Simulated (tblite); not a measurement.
Species: C7H11N.
Atom-mapped SMILES: `[CH3:1]/[N:2]=[CH:3]/[C@@H:4]1[C@H:5]2[CH2:6][CH2:7][C@@H:8]12` (hydrogens: H9, H10, H11 on C1; H12 on C3; H13 on C4; H14 on C5; H15, H16 on C6; H17, H18 on C7; H19 on C8)

Computed with GFN2-xTB (tblite), gas phase: Langevin dynamics at 300 K from the optimised GFN2-xTB geometry, time step 0.5 fs, friction 0.01 fs⁻¹, 2000 steps. The instantaneous temperature is 2·E(kin)/(3Nk) with all 3N coordinates.

| t (fs) | T (K) | E(pot) above start (eV) | C1–N2 (Å) | N2=C3 (Å) | C3–C4 (Å) | C4–C5 (Å) | C5–C6 (Å) | C1–H9 (Å) | N2–C3–C4–C5 (°) |
| --- | --- | --- | --- | --- | --- | --- | --- | --- | --- |
| 0 | 244 | 0.000 | 1.428 | 1.258 | 1.462 | 1.511 | 1.522 | 1.100 | -146 |
| 50 | 164 | 0.488 | 1.441 | 1.269 | 1.475 | 1.540 | 1.496 | 1.171 | -129 |
| 100 | 220 | 0.451 | 1.442 | 1.290 | 1.444 | 1.499 | 1.577 | 1.076 | -137 |
| 150 | 266 | 0.498 | 1.448 | 1.237 | 1.512 | 1.517 | 1.564 | 1.079 | -153 |
| 200 | 199 | 0.701 | 1.405 | 1.277 | 1.430 | 1.475 | 1.509 | 1.097 | -157 |
| 250 | 246 | 0.485 | 1.423 | 1.261 | 1.440 | 1.484 | 1.526 | 1.057 | -157 |
| 300 | 257 | 0.566 | 1.419 | 1.272 | 1.502 | 1.544 | 1.518 | 1.116 | -171 |
| 350 | 240 | 0.461 | 1.453 | 1.245 | 1.484 | 1.475 | 1.532 | 1.166 | -163 |
| 400 | 197 | 0.648 | 1.445 | 1.270 | 1.468 | 1.528 | 1.525 | 1.082 | -161 |
| 450 | 361 | 0.542 | 1.423 | 1.272 | 1.423 | 1.486 | 1.505 | 1.070 | -153 |
| 500 | 308 | 0.696 | 1.418 | 1.227 | 1.486 | 1.488 | 1.513 | 1.099 | -152 |
| 550 | 248 | 0.866 | 1.511 | 1.274 | 1.420 | 1.526 | 1.536 | 1.137 | -145 |
| 600 | 335 | 0.431 | 1.423 | 1.250 | 1.510 | 1.514 | 1.540 | 1.102 | -159 |
| 650 | 351 | 0.541 | 1.395 | 1.268 | 1.456 | 1.470 | 1.484 | 1.105 | -154 |
| 700 | 310 | 0.656 | 1.488 | 1.257 | 1.510 | 1.578 | 1.589 | 1.102 | -140 |
| 750 | 337 | 0.576 | 1.382 | 1.236 | 1.430 | 1.470 | 1.555 | 1.082 | -122 |
| 800 | 330 | 0.742 | 1.446 | 1.284 | 1.517 | 1.534 | 1.514 | 1.098 | -140 |
| 850 | 331 | 0.711 | 1.432 | 1.236 | 1.446 | 1.534 | 1.525 | 1.131 | -126 |
| 900 | 332 | 0.721 | 1.516 | 1.283 | 1.449 | 1.566 | 1.518 | 1.054 | -137 |
| 950 | 332 | 0.541 | 1.388 | 1.236 | 1.471 | 1.569 | 1.470 | 1.121 | -150 |
| 1000 | 304 | 0.419 | 1.427 | 1.270 | 1.434 | 1.490 | 1.539 | 1.107 | -155 |

**Question.** From 500 fs on, how do temperature and potential energy compare with equipartition?

**Answer.** The mean temperature of these 11 frames is 320 K against the target 300 K, and the mean potential energy 0.63 eV against 51 × kT/2 = 0.66 eV for 51 classical harmonic modes. For 19 atoms in a canonical ensemble the temperature itself scatters by T·√(2/(3N)) = 56 K; here its standard deviation is 26 K. The whole run lasts only 10 friction times of 100 fs, so these averages carry a wide statistical error.

**Question.** What are the kinetic and total energies of the listed frame with the highest potential energy?

**Answer.** The one at 550 fs, 0.866 eV above the start. Its kinetic energy is 3NkT/2 = 0.610 eV at 248 K, so the sum is 1.48 eV; over the listed frames the sum runs from 0.60 to 1.55 eV, since the thermostat adds and removes energy.

**Question.** How much do the listed bonds fluctuate from 500 fs on?

**Answer.** 
```csv
bond,at the start (Å),mean (Å),standard deviation (Å)
C1–N2,1.428,1.439,0.045
N2=C3,1.258,1.257,0.020
C3–C4,1.462,1.466,0.033
C4–C5,1.511,1.522,0.037
C5–C6,1.522,1.526,0.031
C1–H9,1.100,1.103,0.022
```

The motion is classical and holds no zero-point motion.

What follows is the cost of the whole dynamics run. Hardware: one thread, Intel Xeon at 2.50 GHz (x86_64), shared host with 64 logical CPUs at a one-minute load of 56. Cost: 30 s of wall time, 0.18 GiB resident at most.
